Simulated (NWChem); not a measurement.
System: CH₄BeO; SMILES [Be]([OH])[CH3]

Here is an NWChem input.

```
start job
memory heap 200 mb stack 900 mb global 1100 mb
geometry units angstroms
  Be    -0.003614     0.136743     0.014286
  C     -0.001041    -1.538907     0.002271
  H      0.080280    -1.963356     1.018051
  H      0.843916    -1.945409    -0.580371
  H     -0.922953    -1.952052    -0.442530
  O     -0.011419     1.538535     0.055150
  H      0.068253     2.408990    -0.316024
end
basis spherical
  * library 3-21g
end
dft
  xc b3lyp
  iterations 150
end
driver
  maxiter 120
end
task dft optimize
task dft freq
```

Output (shortened):

```
             Northwest Computational Chemistry Package (NWChem) 7.3.0
             --------------------------------------------------------

 C1  symmetry detected

                             Geometry "geometry" -> ""
                             -------------------------

 Output coordinates in angstroms (scale by  1.889725989 to convert to a.u.)

  No.       Tag          Charge          X              Y              Z
 ---- ---------------- ---------- -------------- -------------- --------------
    1 Be                   4.0000     0.00504045    -0.12904950    -0.00050668
    2 C                    6.0000     0.00296856     1.54664421    -0.00006432
    3 H                    1.0000     0.98194333     1.96505713     0.29168575
    4 H                    1.0000    -0.74077905     1.95750501     0.70470572
    5 H                    1.0000    -0.23699156     1.96151795    -0.99442712
    6 O                    8.0000     0.03808688    -1.53106920     0.00002954
    7 H                    1.0000    -0.34684087    -2.39919377     0.00021193

 Effective nuclear repulsion energy (a.u.)      50.1835508749

                                Z-matrix (autoz)
                                --------

 Units are Angstrom for bonds and degrees for angles

[...]

      ----------------------
      Optimization converged
      ----------------------

  Step       Energy      Delta E   Gmax     Grms     Xrms     Xmax
  ---- ---------------- -------- -------- -------- -------- --------
@   13    -129.84691050  1.0D-07  0.00001  0.00000  0.00006  0.00017
                                     ok       ok       ok       ok

                                Z-matrix (autoz)
                                --------

 Units are Angstrom for bonds and degrees for angles

[...]

 Rotational Constants
 --------------------
 A=   5.339048 cm-1  (  7.681527 K)
 B=   0.195193 cm-1  (  0.280834 K)
 C=   0.195193 cm-1  (  0.280833 K)

 Temperature                      =   298.15K
 frequency scaling parameter      =   1.0000

 Zero-Point correction to Energy  =   31.188 kcal/mol  (  0.049702 au)
 Thermal correction to Energy     =   34.725 kcal/mol  (  0.055338 au)
 Thermal correction to Enthalpy   =   35.317 kcal/mol  (  0.056282 au)

 Total Entropy                    =   70.025 cal/mol-K
   - Translational                =   37.047 cal/mol-K (mol. weight =  41.0384)
   - Rotational                   =   21.590 cal/mol-K (symmetry #  =        1)
   - Vibrational                  =   11.389 cal/mol-K

 Cv (constant volume heat capacity) =   16.107 cal/mol-K
   - Translational                  =    2.979 cal/mol-K
   - Rotational                     =    2.979 cal/mol-K
   - Vibrational                    =   10.148 cal/mol-K

[normal modes left out]

 ----------------------------------------------------------------------------
 Normal Eigenvalue ||           Projected Infra Red Intensities
  Mode   [cm**-1]  || [atomic units] [(debye/angs)**2] [(KM/mol)] [arbitrary]
 ------ ---------- || -------------- ----------------- ---------- -----------
    1       -0.000 ||    0.000999           0.023         0.974       0.185
    2       -0.000 ||    0.001277           0.029         1.245       0.237
    3       -0.000 ||    0.000014           0.000         0.014       0.003
    4       -0.000 ||    0.000594           0.014         0.579       0.110
    5        0.000 ||    0.000302           0.007         0.295       0.056
    6        0.000 ||    0.000001           0.000         0.001       0.000
    7      100.788 ||    0.170567           3.935       166.278      31.629
    8      100.790 ||    0.170543           3.935       166.254      31.624
    9      240.219 ||    0.060191           1.389        58.677      11.161
   10      240.237 ||    0.060178           1.388        58.664      11.159
   11      634.175 ||    0.000993           0.023         0.968       0.184
   12      772.232 ||    0.107843           2.488       105.130      19.998
   13      772.251 ||    0.107847           2.488       105.135      19.998
   14     1312.844 ||    0.023700           0.547        23.104       4.395
   15     1533.479 ||    0.000653           0.015         0.636       0.121
   16     1533.499 ||    0.000669           0.015         0.652       0.124
   17     1533.858 ||    0.186487           4.302       181.797      34.581
   18     3014.891 ||    0.004404           0.102         4.293       0.817
   19     3078.045 ||    0.019500           0.450        19.010       3.616
   20     3078.194 ||    0.019482           0.449        18.992       3.613
   21     3881.528 ||    0.196239           4.527       191.304      36.389
 ----------------------------------------------------------------------------
```

Level: B3LYP/3-21G. The printed entropy takes a lower symmetry number than the molecule has.
